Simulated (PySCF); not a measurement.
This PySCF input asks for the NMR shieldings of `InChI=1S/C5H13NSi3/c7-3-5-1-2-9(4-5)6-8/h1-2,4,6,9H,3H2,7-8H3/t9-/m1/s1`; the geometry comes from GFN2-xTB.

```python
import basis_set_exchange as bse
import numpy as np
from pyscf import gto, dft
from pyscf.prop import nmr

atoms = """
Si   -3.424850    0.772320   -0.567472
C    -2.668818   -0.852024    0.094488
C    -1.184745   -0.817277    0.006643
C    -0.344751   -0.523456    1.011330
Si    1.430041   -0.605020    0.403573
N     2.275048    0.894778    0.611121
Si    3.956266    1.214987    0.360525
C     0.785055   -1.001006   -1.329426
C    -0.547169   -1.071157   -1.287697
H    -4.884608    0.653872   -0.518440
H    -2.999159    0.998382   -1.949795
H    -2.981272    1.886008    0.271927
H    -3.055169   -1.690316   -0.488654
H    -2.981259   -0.998192    1.129671
H    -0.702207   -0.326214    2.008489
H     2.262310   -1.671757    0.961904
H     1.680151    1.707758    0.623315
H     4.699435    0.226993    1.139666
H     4.341689    1.114638   -1.052688
H     4.169601    2.578796    0.846708
H     1.339326   -1.173843   -2.237266
H    -1.175326   -1.298886   -2.139459
"""
names = dict.fromkeys(["Si", "C", "N", "H"], "pcSseg-1")
basis = {el: gto.basis.parse(bse.get_basis(n, elements=[el], fmt="nwchem")) for el, n in names.items()}
mol = gto.M(atom=atoms, basis=basis, charge=0, verbose=0)
mf = dft.RKS(mol, xc="PBE0")
mf.grids.level = 2
mf.grids.alignment = dft.numint.BLKSIZE   # the property module wants whole blocks of grid points
mf.conv_tol = 1e-9
mf.kernel()

calc = nmr.RKS(mf)   # GIAO
C = mf.mo_coeff
Co = C[:, mf.mo_occ > 0]
resp = mf.gen_response(singlet=True, hermi=2)
def vind(x):   # induced exchange potential for any number of trial vectors
    d = np.einsum("pi,xij,qj->xpq", C, 2 * x.reshape(-1, C.shape[1], Co.shape[1]), Co, optimize=True)
    return np.einsum("xpq,pi,qj->xij", resp(d - d.transpose(0, 2, 1)), C, Co, optimize=True).ravel()
mo1, _ = nmr.rhf.solve_mo1(calc, with_cphf=vind)
sigma = calc.kernel(mo1)
for i, s in enumerate(sigma):   # ppm
    print("%2d %-2s %9.2f" % (i, mol.atom_pure_symbol(i), np.trace(s) / 3))
```

Question: What does it print?

Answer: 
```
 0 Si    417.84
 1 C     164.46
 2 C      18.85
 3 C      64.59
 4 Si    363.92
 5 N     266.04
 6 Si    404.18
 7 C      45.66
 8 C      31.00
 9 H      27.68
10 H      27.76
11 H      28.03
12 H      29.80
13 H      29.38
14 H      26.33
15 H      26.55
16 H      31.85
17 H      26.86
18 H      26.86
19 H      26.92
20 H      25.43
21 H      24.82
```

These numbers come from an equivalent density-fitted implementation of the same equations, which agrees with the script to about 0.01 ppm for H and up to a few tenths of a ppm for heavy atoms, so last digits may differ.

Question: Turn these shieldings into chemical shifts. δ = σ(ref) − σ, references computed at the same level: 29Si (349.16 ppm) and 13C (186.93 ppm) and 1H (31.72 ppm) vs TMS; 15N (267.73 ppm) against NH3.

Answer: Averaging equivalent atoms: Si 4: -14.8; Si 6: -55.0; Si 0: -68.7; C 2: 168.1; C 8: 155.9; C 7: 141.3; C 3: 122.3; C 1: 22.5; N 5: 1.7; H 21: 6.89; H 20: 6.29; H 14: 5.39; H 15: 5.17; H 17/18/19: 4.84; H 9/10/11: 3.90; H 13: 2.34; H 12: 1.92; H 16: -0.14 ppm. Experimental scales use liquid or dissolved standards, which lie at an offset from isolated NH3 (liquid NH3: subtract about 20 ppm).

Size and cost of the density-fitted run: 239 basis functions, 2.1 min wall time on 1 thread of an Arm Neoverse N1, shared host; peak memory 1.1 GiB.
